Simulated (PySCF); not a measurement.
**Nb⁻ (niobium, charge -1) across methods**

[Kr] 4d4 5s2, high-spin 5D determinant. Computed with PySCF 2.14 in aug-cc-pwCVTZ-DK, with the spin-free X2C one-electron Hamiltonian (Gaussian nucleus).

```
method  E (hartree)  mean ε 5s α (eV)  mean ε 4d α (eV)  mean ε 5s β (eV)  Σ⟨r²⟩ (bohr²)   ⟨S²⟩
   UHF  -3817.12446            -2.479            -4.131             0.209          140.3  6.510
   PBE     -3818.90             0.108             1.135             1.043          100.9  6.061
   LDA     -3814.69            -0.014             1.131             0.905          98.38  6.052
  PBE0     -3818.96            -0.393             0.037             0.664          101.4  6.080
 M06-L     -3819.15             0.190             1.243             1.037          95.08  6.032
r2SCAN     -3819.27            -0.287             0.685             0.906          105.3  6.187
  TPSS     -3819.12             0.066             1.095             1.117          100.7  6.069
```

**Question.** Estimate the same row for B97-3.

**Answer.** E (hartree) = -3818.99; mean ε 5s α (eV) = -0.266; mean ε 4d α (eV) = 0.076; mean ε 5s β (eV) = 0.632; Σ⟨r²⟩ (bohr²) = 101.5; ⟨S²⟩ = 6.043.

At B97-3 the highest occupied level has a positive energy, so only the finite basis holds that electron; in a semilocal or global hybrid functional this comes from self-interaction and does not mean that the real anion is unbound.

The highest occupied level is positive at B97-3, UHF, PBE, LDA, PBE0, M06-L, r2SCAN, TPSS: only the finite basis holds that electron, at UHF too, so the state is unbound at these levels.
